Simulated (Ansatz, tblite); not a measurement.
Forces on Cu(CO) (CuCO) at its r2SCAN-D4/def2-TZVP geometry. Charge 0, multiplicity 2.

The xTB rows come from tblite.

GFN1-xTB (tblite), largest force 1.59 eV/Å:

```xyz
3
positions Å, forces eV/Å
Cu    0.440    0.547    1.404   -0.069    0.202    0.793
C     0.158   -0.043   -0.339    1.322    0.433   -0.047
O    -0.598   -0.504   -1.065   -1.252   -0.635   -0.746
```

GFN2-xTB (tblite), largest force 5.37 eV/Å:

```
Cu 0.114 0.065 0.093
C 3.315 2.094 3.429
O -3.430 -2.159 -3.522
```

PBE0-D4/def2-TZVP (Ansatz), largest force 1.23 eV/Å:

```
Cu 0.051 0.164 0.515
C -0.504 -0.461 -1.025
O 0.453 0.298 0.510
```
